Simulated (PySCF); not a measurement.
**Al: excitation energy**

Al [Ne] 3s2 3p1 (2P) → Al [Ne] 3s2 4s1 (2S), as a difference of total energies. Calculation: PySCF 2.14, in aug-cc-pCVTZ-DK with one added diffuse shell each of s, p, d, f type (9s8p6d4f, 91 functions); the spin-free X2C one-electron Hamiltonian (Gaussian nucleus). Correlated levels: valence: [Ne] frozen. The calculations carry no spin-orbit coupling.

| method | excitation energy (eV) | error (eV) |
| --- | --- | --- |
| UHF | 2.946 | -0.187 |
| MP2 (valence) | 3.043 | -0.090 |
| SCS-MP2 (valence) | 3.044 | -0.089 |
| CCSD (valence) | 3.114 | -0.019 |
| CCSD(T) (valence) | 3.125 | -0.008 |

Reference: 3.133 eV (measured; NIST levels, between the centres of gravity of the two terms).

Errors of the correlated levels include the incompleteness of this basis and the frozen core.
